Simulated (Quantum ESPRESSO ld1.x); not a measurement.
Co13+, 14 electrons, occupied as [Ne] 3s2 3p2. Method: scalar-relativistic Kohn-Sham, PW91, spin-unpolarised, spherical densities, point nucleus; computed with ld1.x of Quantum ESPRESSO 7.5. Some entries of the table are withheld. Estimate them.

orbital,occ.,eigenvalue (Ry),r(max) (bohr)
1s,2,-588.0120,0.037
2s,2,-94.9982,0.212
2p,6,(1),(2)
3s,2,-31.5055,0.614
3p,2,-28.6739,0.604

Answer. 
(1) 2p eigenvalue (Ry): -85.7073
(2) 2p r(max) (bohr): 0.171
